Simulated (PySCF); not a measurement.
Does the structure fit the spectrum?

A compound C5H10O2Si gives the data below (simulated from a calculation) and was assigned the structure `[SiH3]O[C@H]1C=COCC1`.

$^{13}$C{$^{1}$H} NMR (computed): δ 177.9 (C), 107.7 (CH), 77.4 (CH2), 64.0 (CH2), 35.9 (CH2).

$^{1}$H NMR (500 MHz, computed): δ 5.56 (t, 1H), 5.14 (m, 2H), 4.90 (s, 3H), 4.06 (t, 2H), 2.53 (t, 2H).

- GFN2-xTB geometry
- σ from GIAO-PBE0/pcSseg-1
- run in PySCF
- non-relativistic Hamiltonian, one averaged value for each set of equivalent atoms, no solvent, one computed conformer

References, each an isolated molecule treated in the same way: $^{1}$H and $^{13}$C against TMS.

Problem. Compare with the shifts computed for the proposed structure, pairing carbons in order of shift.

Solution. Atoms are numbered as in `[SiH3:1][O:2][C@H:3]1[CH:4]=[CH:5][O:6][CH2:7][CH2:8]1`. Hydrogens are named by the atom that carries them.

| atom | computed for proposal | given list | difference |
| --- | --- | --- | --- |
| C5 | 151.5 | 177.9 | -26.4 |
| C4 | 111.5 | 107.7 | +3.8 |
| C3 | 68.5 | 77.4 | -8.9 |
| C7 | 66.0 | 64.0 | +2.0 |
| C8 | 34.0 | 35.9 | -1.9 |

The rms difference is 12.6 ppm and the largest -26.4 ppm at C5 (alkene carbon bearing oxygen). The carbon types in order of shift don't match either: CH, CH, CH, CH2, CH2 for the proposal against C, CH, CH2, CH2, CH2 in the data. The proposal doesn't fit.

Problem. Which isomer fits?

Solution. `[SiH3]OCCC1=CCO1`.

- Carbon types of the structure: 1 × C, 1 × CH, 3 × CH2, leaving 3 H on heteroatoms.
- δC 177.9: alkene carbon bearing oxygen; an sp2 carbon further deshielded by the attached heteroatom.
- δC 107.7: β carbon of an enol-ether or enamine type C=C; the O or N lone pair pushes π density onto this β carbon and shields it.
- δC 77.4: allylic sp3 CH2 bonded to O; the inductive effect lowers its shielding.
- δC 64.0: sp3 CH2 bonded to O; deshielded by the electronegative neighbour.

This is the structure that produced the data.

Shifts are as computed. Against solution values, carbons near 30 ppm lie about +3 ppm off and those near 130 ppm about +5 ppm. Of 1309 compounds with measured shifts, 239 miss one by over three times the rms of a fit or turn the order of signals round; such compounds aren't used in these exercises. No couplings were computed; multiplicities are counted from neighbouring protons, with m where these are inequivalent, close in shift, in a saturated or five-membered ring or joined by F or P, and br s for small geminal =CH2 splittings.
